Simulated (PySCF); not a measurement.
Working out the ionisation energy of Nb⁺

Nb⁺ [Kr] 4d4 (5D) → Nb²⁺ [Kr] 4d3 (4F). All numbers are calculated (PySCF 2.14, scalar relativity by spin-free X2C-1e, in x2c-QZVPPall (13s8p7d3f2g, 111 functions)). Frozen: [Kr]. Energies in hartree (1 hartree = 27.21139 eV):

```json
{"part": "UHF", "Nb⁺ (lower)": "-3817.058167", "Nb²⁺ (upper)": "-3816.578565"}
{"part": "CCSD correlation", "Nb⁺ (lower)": "-0.042843", "Nb²⁺ (upper)": "-0.019432"}
{"part": "(T)", "Nb⁺ (lower)": "-0.000706", "Nb²⁺ (upper)": "-0.000109"}
```

What does Hartree-Fock give?

(-3816.578565) − (-3817.058167) = 0.479602 hartree = 13.051 eV.

What do CCSD and CCSD(T) give?

The CCSD correlation energies differ by 0.023411 hartree = 0.637 eV and the triples by 0.000597 hartree = 0.016 eV, so CCSD gives 13.688 eV and CCSD(T) 13.704 eV.

A first-order spin-orbit estimate adds -0.053 eV to CCSD(T) (valence), giving 13.651 eV against 14.32 eV (semi-empirical (NIST evaluation); NIST Atomic Spectra Database, ionization energies).

What remains against the reference includes basis incompleteness, the frozen core and higher excitations.
